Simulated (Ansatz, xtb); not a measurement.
# C2H8O2Si2: which of two isomers lies lower

We compare X, `C=CO[SiH2]O[SiH3]`, a singlet, with Y, `C[Si@@H]1CO[SiH2]O1`, a singlet. Both are isolated molecules in the gas phase, relaxed with B3LYP-D3(BJ)/def2-SVP; the shapes shown needn't be the lowest conformers.

X (Å):

```
atom    x (Å)    y (Å)    z (Å)
   C   4.0100   0.2718   0.0915
   C   2.7241   0.4039   0.4201
   O   1.9408   1.4124  -0.0509
   O  -0.4279   0.5169  -1.0796
  Si   0.2728   1.5090   0.0367
  Si  -0.3843  -0.0196  -2.6567
   H   4.5962  -0.5463   0.5117
   H   4.4920   0.9749  -0.5915
   H   2.2308  -0.2983   1.1073
   H  -0.0443   2.9265  -0.2462
   H  -0.1772   1.0601   1.3787
   H   0.7723  -0.9378  -2.8496
   H  -0.2587   1.1354  -3.5917
   H  -1.6521  -0.7464  -2.9306
```

Y (Å):

```csv
atom,x (Å),y (Å),z (Å)
C,-1.0067,-0.1860,-2.9013
C,-1.5888,0.1324,0.2140
O,-0.6049,0.8311,0.9924
O,0.9145,-0.4395,-0.6934
Si,-0.6551,-0.8223,-1.1791
Si,1.0107,0.5542,0.6505
H,-2.0453,-0.4115,-3.1960
H,-0.3363,-0.6547,-3.6395
H,-0.8628,0.9052,-2.9497
H,-0.8666,-2.2959,-1.1134
H,-2.1654,-0.5435,0.8712
H,-2.3062,0.8652,-0.1970
H,1.6988,-0.1387,1.7709
H,1.7059,1.8273,0.3306
```

Task: Estimate E(Y) − E(X) at the level CCSD(T)/def2-SVP + ΔMP2/def2-TZVPP.

Result: Calculated at CCSD(T)/def2-SVP + ΔMP2/def2-TZVPP: E(Y) − E(X) = −1.063 eV, so structure Y lies lower.

The same difference at several levels:

```json
{"level": "B3LYP-D3(BJ)/def2-SVP", "geometry": "B3LYP-D3(BJ)/def2-SVP", "E(Y) − E(X) (eV)": "−0.933", "departure from the last row (eV)": "+0.130", "job, with rough time for the two": "optimisation, 1.9 min"}
{"level": "HF/def2-SVP", "geometry": "B3LYP-D3(BJ)/def2-SVP", "E(Y) − E(X) (eV)": "−0.727", "departure from the last row (eV)": "+0.335", "job, with rough time for the two": "part of the CCSD(T) run"}
{"level": "MP2/def2-SVP", "geometry": "B3LYP-D3(BJ)/def2-SVP", "E(Y) − E(X) (eV)": "−0.976", "departure from the last row (eV)": "+0.087", "job, with rough time for the two": "part of the CCSD(T) run"}
{"level": "CCSD(T)/def2-SVP", "geometry": "B3LYP-D3(BJ)/def2-SVP", "E(Y) − E(X) (eV)": "−0.861", "departure from the last row (eV)": "+0.202", "job, with rough time for the two": "single point"}
{"level": "CCSD(T)/def2-SVP + ΔMP2/def2-TZVPP", "geometry": "B3LYP-D3(BJ)/def2-SVP", "E(Y) − E(X) (eV)": "−1.063", "departure from the last row (eV)": "", "job, with rough time for the two": "single point, 41 s"}
```

As drawn, Y has 2 C–Si, 2 C–H in place of 1 C=C, 2 Si–H. Structure X has no ring, Y a 5-membered ring.

None of the levels shown reverses the order. The largest departure from CCSD(T)/def2-SVP + ΔMP2/def2-TZVPP is that of HF/def2-SVP, 0.335 eV. Levels run at GFN2-xTB geometries aren't shown. The last row adds to CCSD(T) the change of the MP2 difference between the two basis sets, here −0.202 eV, a large step that makes the value less sure.

With thermal terms from frequencies at re-optimised GFN2-xTB minima (ideal gas, soft modes damped towards free rotors, one conformer each, 298.15 K, 1 atm): on the last row, ΔE + ΔZPE = −0.864, ΔH = −0.905, ΔG = −0.781 eV.

The correlated steps freeze 14 core orbitals. Mirror images aren't counted in ΔG. Codes used: Ansatz 0.2.0, xtb 6.7.1; the last row on 4 threads of Arm Neoverse V1 on a shared host.
